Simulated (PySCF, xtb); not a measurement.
dimethoxyethane (C4H10O2), SMILES COCCOC. Other conformers were not sampled.

Harmonic wavenumbers (cm⁻¹) from GFN2-xTB (xtb) at its own minimum, in rising order: 63, 81, 88, 224, 231, 271, 291, 359, 546, 881, 895, 1037, 1048, 1077, 1119, 1128, 1134, 1136, 1172, 1180, 1221, 1256, 1329, 1362, 1406, 1407, 1466, 1467, 1469, 1470, 1491, 1492, 2836, 2845, 2883, 2887, 2888, 2896, 2914, 2915, 3030, 3030.

What does r2SCAN-D4/def2-SVP in PySCF give at its own minimum? (Estimate from the structure and the level; the computed values follow.)

79, 84, 127, 235, 242, 285, 316, 369, 580, 880, 882, 1061, 1066, 1118, 1173, 1175, 1176, 1199, 1223, 1225, 1260, 1301, 1376, 1432, 1454, 1456, 1456, 1458, 1469, 1472, 1499, 1503, 2933, 2942, 2952, 2957, 2985, 2998, 3014, 3014, 3138, 3138. Paired by order, the mean absolute difference is 44 cm⁻¹ and the zero-point energies are 85.7 and 88.2 kcal/mol.
